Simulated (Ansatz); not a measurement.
PBE exchange is replaced step by step with exact exchange (0 % is PBE, 25 % PBE0; no dispersion term), basis def2-SVP, Ansatz. System: In₃Sb₃H₁₂, a cluster cut from wurtzite InSb (hydrogen-capped). Charge 0, multiplicity 1. Geometry: PBE-D4/def2-SVP.

Geometry of the singlet:

```xyz
18

Sb   -1.432   -2.001   -0.145
In   -0.067   -1.968    2.429
Sb    0.681    0.840    2.214
In   -0.642   -1.178   -2.825
Sb    0.222    1.468   -1.967
In    2.013    2.390    0.137
H    -2.096   -3.579   -0.308
H    -2.954   -1.248    0.135
H    -1.271   -2.100    3.668
H     1.403   -2.859    2.186
H    -0.744    1.725    2.601
H     1.480    1.231    3.687
H    -2.086   -0.985   -3.765
H     0.817   -2.055   -3.167
H    -1.225    2.380   -1.766
H     0.706    2.296   -3.397
H     3.521    1.579   -0.147
H     1.673    4.064    0.429
```

In the def2 sets In, Sb take a core potential; there is no spin–orbit coupling.

```tsv
exact exchange (%)	HOMO (eV)	LUMO (eV)	gap (eV)
0	-6.15	-2.19	3.96
5	-6.33	-2.05	4.28
10	-6.51	-1.91	4.60
25	-7.06	-1.49	5.57
35	-7.43	-1.22	6.21
50	-8.00	-0.81	7.19
```

Task: Fit a straight line to the column «gap (eV)» against the share of exact exchange and predict its value at 15 %.

Result: With x = exact exchange (%) and y = gap (eV): mean x = 20.83, mean y = 5.302; Σ(x − x̄)(y − ȳ) = 120.8, Σ(x − x̄)² = 1871; slope b = 0.06456, intercept a = ȳ − b·x̄ = 3.957. The residuals of the fitted rows reach 0.01. At x = 15 the line gives 3.957 + (0.06456 × 15) = 4.93; the run gave 4.92, 0.01 less than the line.
